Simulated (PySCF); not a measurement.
# Radial density of Mg²⁺ (magnesium, charge +2)

UHF, [Ne], closed-shell 1S. All numbers are calculated (PySCF 2.14, the non-relativistic Hamiltonian (point nucleus), in aug-cc-pVTZ with one added diffuse shell each of s, p, d, f type (7s6p4d3f, 66 functions)).

```
r (bohr)  4πr²ρ (e/bohr)
 0.00188         0.04619
 0.00316          0.1265
 0.00531          0.3402
 0.00893          0.8822
  0.0150           2.159
  0.0253           4.781
  0.0425           8.985
  0.0715           12.88
   0.120           12.12
   0.202           7.804
   0.340           8.998
   0.572           10.80
   0.962           4.822
    1.62          0.5183
    2.72        0.006396
    4.58       1.462e-05
```
